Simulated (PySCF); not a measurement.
BHO, SMILES [B]O (connectivity only; charge and spin as stated), neutral, multiplicity 1. Heavy atoms are numbered as in [B:1][OH:2]. Hydrogens are named by the atom that carries them.

The structure is a stationary point at PBE0-D3(BJ)/def2-TZVPD. The geometry has at least one imaginary mode, so it is a saddle point at that level.

Calculation: PySCF with PBE/pcSseg-2.

GIAO shieldings, no solvent; atoms alike by connectivity are averaged. δ = σ(ref) − σ: ¹¹B against BF3 (σ = 83.1 ppm); ¹⁷O against H2O (σ = 327.5 ppm); ¹H against TMS (σ = 31.47 ppm), references at their B3LYP-D3(BJ)/def2-TZVP geometries, non-relativistic.

**Question.** Estimate the chemical shifts. (An estimate is asked for; the answer gives what the named calculation found.)

**Answer.** 
| nucleus | atoms | count | δ (ppm) |
|---|---|---|---|
| ¹¹B | B1 | 1 | 4.1 |
| ¹⁷O | O2 (OH) | 1 | 140.6 |
| ¹H | H on O2 | 1 | 5.76 |
